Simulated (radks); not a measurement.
The numbers below are computed, except where a source is named.
Spherical quantum dot in the effective-mass picture: electrons in a well V = -V0 / (1 + exp((r - R)/a)) with V0 = 8.99, R = 3.49, a = 0.39, all in effective atomic units (hartree* = m*/eps^2 hartree, bohr* = eps/m* bohr), one dielectric constant everywhere. Level of theory: non-relativistic Kohn-Sham, LDA (Slater exchange, Perdew-Wang correlation), spin-polarised, spherical densities (a radial shooting solver with Libxc functionals). Levels are named by radial order and angular momentum (1s, 1p, 1d, 2s, ...), and open shells are averaged over m. Results are scaled to m* = 0.574 and eps = 11.3, for which hartree* = 122.3 meV and bohr* = 1.042 nm. Each electron was tried in the lowest free levels, single moves between levels near the top were tried too, and the lowest total energy was kept; such a search can miss a lower state. The series stops at N = 17: beyond it a trial failed or the search could not be trusted, so later rows were left out. At N = 1 the Hartree and exchange-correlation terms need not cancel, so that row can carry a self-interaction error.

N	open shells	2S	mu = E(N) - E(N-1) (meV)	addition energy mu(N+1) - mu(N) (meV)	e(HOMO) (meV)
1	1s(up 1, down 0)	1	-1023.5	63.61	-998.53
2	none	0	-959.94	108.8	-934.69
3	1p(up 1, down 0)	1	-851.16	47.66	-827.57
4	1p(up 2, down 0)	2	-803.51	48.40	-779.34
5	1p(up 3, down 0)	3	-755.11	60.59	-730.88
6	1p(up 3, down 1)	2	-694.52	45.59	-671.88
7	1p(up 3, down 2)	1	-648.92	46.14	-625.89
8	none	0	-602.78	107.6	-579.67
9	1d(up 1, down 0)	1	-495.16	43.42	-473.46
10	1d(up 2, down 0)	2	-451.74	43.42	-430.02
11	1d(up 3, down 0)	3	-408.32	43.33	-386.63
12	1d(up 4, down 0)	4	-364.99	43.19	-343.37
13	1d(up 5, down 0)	5	-321.80	53.92	-300.26
14	1d(up 5, down 1)	4	-267.88	41.73	-247.03
15	1d(up 5, down 2)	3	-226.15	41.74	-205.28
16	1d(up 5, down 3)	2	-184.41	41.68	-163.56
17	1d(up 5, down 4)	1	-142.73	-	-121.92

All shells are closed at N = 2, 8 (there: 1s2 1p6); the second difference of the energy has clear peaks (12 % above both neighbours; the first and last values, which can be the largest, are not judged, and half-filled shells can peak too) at N = 2, 5, 8, 13.
